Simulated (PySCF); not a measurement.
Ligands exchanged one at a time, Ga CH3-SH. Gas-phase values, no solvent. One relaxed conformer stands for each flexible species; it need not be the lowest. Strings in code marks are SMILES.

The four lowest singlet excitations (Tamm–Dancoff). Computed with PBE-D3(BJ)/def2-TZVP // B3LYP-D3(BJ)/def2-TZVP (PySCF). Excitations are Tamm–Dancoff values on a coarser integration grid. The basis has no diffuse functions, so Rydberg states are missing or too high.

| state | energy (eV) | wavelength (nm) | oscillator strength |
|---|---|---|---|
| S1 | 4.55 | 273 | 0.000 |
| S2 | 4.62 | 268 | 0.000 |
| S3 | 5.22 | 238 | 0.014 |
| S4 | 5.25 | 236 | 0.039 |

**Question.** Which member gives these states?
A) `[SH][Ga]([SH])[SH]`
B) `[CH3][Ga]([SH])[SH]` (S–Ga–S–H torsion -180°, S–Ga–S–H torsion 180°)
C) `[CH3][Ga]([CH3])[SH]` (C–Ga–S–H torsion 179°)
D) `[CH3][Ga]([CH3])[CH3]`

**Answer.** A, `[SH][Ga]([SH])[SH]`
